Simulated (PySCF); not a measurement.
## Working out the ionisation energy of Ca⁺

Ca⁺ [Ar] 4s1 (2S) → Ca²⁺ [Ar] (1S). Calculation: PySCF 2.14, in ANO-RCC-VTZP; scalar relativity by spin-free X2C-1e. Frozen: [Ne]. Energies in hartree (1 hartree = 27.21139 eV):

| part | Ca⁺ (lower) | Ca²⁺ (upper) |
| --- | --- | --- |
| UHF | -679.438959 | -679.021636 |
| CCSD correlation | -0.244573 | -0.231888 |
| (T) | -0.005214 | -0.004442 |

What does Hartree-Fock give?

(-679.021636) − (-679.438959) = 0.417323 hartree = 11.356 eV.

What do CCSD and CCSD(T) give?

The CCSD correlation energies differ by 0.012685 hartree = 0.345 eV and the triples by 0.000772 hartree = 0.021 eV, so CCSD gives 11.701 eV and CCSD(T) 11.722 eV.

Measured between the centres of the two terms (NIST): 11.872 eV, so CCSD(T) (valence and next inner shell) is off by -0.150 eV.

What remains against the reference includes basis incompleteness, the frozen core and higher excitations.
